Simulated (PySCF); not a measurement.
Species: C5H8S2.
SMILES with atom numbers: `[CH3:1][C:2]1=[CH:3][CH2:4][CH2:5][S:6][S:7]1` (hydrogens: H8, H9, H10 on C1; H11 on C3; H12, H13 on C4; H14, H15 on C5)

Theory: TDDFT wB97X-D/def2-SVPD, vertical, gas phase, core orbitals frozen in the response (PySCF 2.14.0, density-fitted response routines). Isolated species at its GFN2-xTB geometry (one conformer only).

Computed singlets with f of 0.002 or more:

```json
{"state": "S1", "E (eV)": "4.03", "f": "0.0050"}
{"state": "S2", "E (eV)": "5.04", "f": "0.011"}
{"state": "S3", "E (eV)": "5.53", "f": "0.016"}
{"state": "S4", "E (eV)": "5.81", "f": "0.049"}
{"state": "S5", "E (eV)": "6.35", "f": "0.0088"}
{"state": "S6", "E (eV)": "6.48", "f": "0.011"}
{"state": "S7", "E (eV)": "6.57", "f": "0.0073"}
{"state": "S8", "E (eV)": "6.75", "f": "0.033"}
```

Q: Turn these into Einstein A coefficients, radiative lifetimes, transition dipoles and integrated cross-sections.

A: For one non-degenerate pair of states in vacuum, A = 0.6670 f ν̃² s⁻¹ with ν̃ in cm⁻¹, τ = 1/A, |μ|² = 3f / (2ΔE) in atomic units, and the integrated cross-section is ∫σ dE = 109.76 f Mb·eV.

| state | A (s⁻¹) | τ | \|μ\| (D) | ∫σ dE (Mb·eV) |
| --- | --- | --- | --- | --- |
| S1 | 3.5×10⁶ | 280 ns | 0.57 | 0.55 |
| S2 | 1.3×10⁷ | 80 ns | 0.77 | 1.3 |
| S3 | 2.1×10⁷ | 48 ns | 0.87 | 1.7 |
| S4 | 7.2×10⁷ | 14 ns | 1.49 | 5.4 |
| S5 | 1.5×10⁷ | 65 ns | 0.60 | 0.97 |
| S6 | 2.1×10⁷ | 48 ns | 0.68 | 1.2 |
| S7 | 1.4×10⁷ | 73 ns | 0.54 | 0.8 |
| S8 | 6.5×10⁷ | 15 ns | 1.13 | 3.6 |

Leading configurations: S1 H→L (89%); S2 H-1→L (78%); S3 H→L+2 (64%); S4 H→L+1 (76%); S5 H-1→L+2 (40%); S6 H→L+3 (36%); S7 H-2→L (76%); S8 H→L+5 (33%) (H = HOMO, L = LUMO).

The rates are for emission to S0 at the absorption energy, with no other channel.

Q: By what factor does the largest A in the list exceed the smallest?

A: S4 has 20 times the rate of S1.

Q: What is the integrated cross-section of all computed states together?

A: Σf = 0.142 over S1 to S8, so 109.76 × Σf ≈ 15.6 Mb·eV.

Q: How much energy does a mole of photons resonant with S4 carry?

A: 5.805 eV × 96.485 = 560 kJ/mol (134 kcal/mol).
